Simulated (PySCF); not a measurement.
Run record: geometry optimisation, `N#CC/C=N\[SiH3]`.

Method: PBE0-D3(BJ)/def2-SVP geometry optimisation, gas phase (PySCF 2.14.0). Start geometry: GFN2-xTB. The command runs a driver script over a list of jobs; the input below is this job's line of settings and its coordinates in Å.

Command:
```bash
OMP_NUM_THREADS=1 python probes_run.py task.json out
```

Input:
```
{"job": {"xc": "PBE0", "basis": "def2-SVP", "d3": "d3bj", "grid": 1, "shake": 0.01, "kind": "geom"}, "charge": 0, "multiplicity": 1}
N     -2.419240     2.275820    -0.078760
C     -1.950030     1.295330     0.155690
C     -1.324460     0.039300     0.429410
C     -0.527040    -0.428600    -0.798600
N      0.663510    -0.595690    -0.920900
Si     2.073350    -0.384560     0.051660
H     -0.601340     0.163120     1.272980
H     -2.058540    -0.685680     0.693800
H     -1.203870    -0.634080    -1.634130
H      2.852370     0.570590    -0.705970
H      1.896350     0.093640     1.441390
H      2.638640    -1.737470     0.084400
```

Output:
```
step   0  E = -516.22904744  max force = 0.114382
step   1  E = -516.24205005  max force = 0.017314
step   2  E = -516.24255175  max force = 0.003594
step   3  E = -516.24241543  max force = 0.006309
step   4  E = -516.24265941  max force = 0.001920
step   5  E = -516.24271278  max force = 0.001793
step   6  E = -516.24277860  max force = 0.001171
step   7  E = -516.24283095  max force = 0.001360
step   8  E = -516.24289340  max force = 0.001135
step   9  E = -516.24294497  max force = 0.001008
step  10  E = -516.24295547  max force = 0.000531
step  11  E = -516.24296189  max force = 0.000233
optimisation converged
```

Energies in Eh; «max force» is the largest Cartesian gradient component in Eh/bohr.

Problem. How much energy does the optimisation release, in kcal/mol?

Solution. E(step 0) − E(last step) = 0.013914 Eh, which is 8.7 kcal/mol.

Summary of the converged run: final energy -516.24296 Eh after 11 steps; dipole 3.07 D.

Problem. Where do the atoms end?

Solution. 0.292 Å rms from the input after alignment:
```
atom  x, y, z in Å
N1    -3.0046    1.7473    0.1110
C2    -2.2234    0.9189    0.3159
C3    -1.2303   -0.1235    0.5313
C4    -0.5685   -0.5769   -0.7636
N5     0.6473   -0.8455   -0.9327
Si6    2.0657   -0.7930    0.0875
H7    -0.4799    0.2196    1.2601
H8    -1.7400   -0.9961    0.9785
H9    -1.2753   -0.6937   -1.6091
H10    3.0717    0.0567   -0.6071
H11    1.8484   -0.2498    1.4718
H12    2.5644   -2.1926    0.1994
```

Problem. Estimate the wall time. Hardware: Arm Neoverse N1, one thread, no GPU, shared host. And the peak memory of the process?

Solution. About 88 s, with 0.51 GiB resident at the peak, the Python interpreter and its libraries included.
Labels such as C1 count atoms from 1, the log's own numbers from 0.
